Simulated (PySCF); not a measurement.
**How methods differ on the fine-structure interval of Cd²¹⁺**

Cd²¹⁺ [Ar] 3d9 [3d3/2^4 3d5/2^5, M_J = 5/2] → Cd²¹⁺ [Ar] 3d9 [3d3/2^3 3d5/2^6, M_J = 3/2], as a difference of total energies. Calculation: PySCF 2.14, in an uncontracted even-tempered set (17 s from 2.5 bohr⁻², ratio 2.8; 12 p from 3.2 bohr⁻², ratio 2.8; 8 d from 3.2 bohr⁻², ratio 2.8; 4 f from 15 bohr⁻², ratio 3); the two-component X2C-1e Hamiltonian. Correlated levels: [Ne] frozen; the 76 highest virtual spinors dropped. "Screened" scales the spin-orbit matrix elements by Boettger's factors to mimic the two-electron term; Breit and QED terms are absent.

| method | fine-structure interval (cm⁻¹) |
| --- | --- |
| GHF (screened spin-orbit) | 59793 |
| GMP2 (screened spin-orbit) | 59694 |
| GHF (bare spin-orbit) | 75607 |
